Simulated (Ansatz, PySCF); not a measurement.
Here is a job for PySCF.
```python
from pyscf import gto, scf

mol = gto.M(
    atom='''
Ge    0.18961606    0.14465705    0.11687467
Cl   -0.81013033    2.36575078   -0.06066118
Cl    2.01410151   -1.47877166    0.11574629
Cl   -1.55983724   -1.16332174   -0.38022513
H    -0.01799083    0.06879887    1.78739072
''',
    basis='sto-3g',
    charge=-1,
    spin=1,
    verbose=3,
)

mf = scf.UHF(mol)
mf.kernel()
```

**Question.** Convert this to an input for Ansatz (a quantum-chemistry and plane-wave program).

**Answer.** Several could match; the one computed here: 
Ansatz 0.2 input:
```yaml
crystal:
  periodic: [false, false, false]
  atoms:
    - {symbol: Ge, position_ang: [0.18961606, 0.14465705, 0.11687467]}
    - {symbol: Cl, position_ang: [-0.81013033, 2.36575078, -0.06066118]}
    - {symbol: Cl, position_ang: [2.01410151, -1.47877166, 0.11574629]}
    - {symbol: Cl, position_ang: [-1.55983724, -1.16332174, -0.38022513]}
    - {symbol: H, position_ang: [-0.01799083, 0.06879887, 1.78739072]}
basis:
  gaussian:
    orbitals: STO-3G
hamiltonian:
  xc: hf
total_charge: -1
magnetization: {spin_polarized: true, initial_magnetization: 1}
accuracy: high
```

Both were run: PySCF gave -3416.138045 Eh and Ansatz -3416.138045 Eh, 0.000 mEh apart.
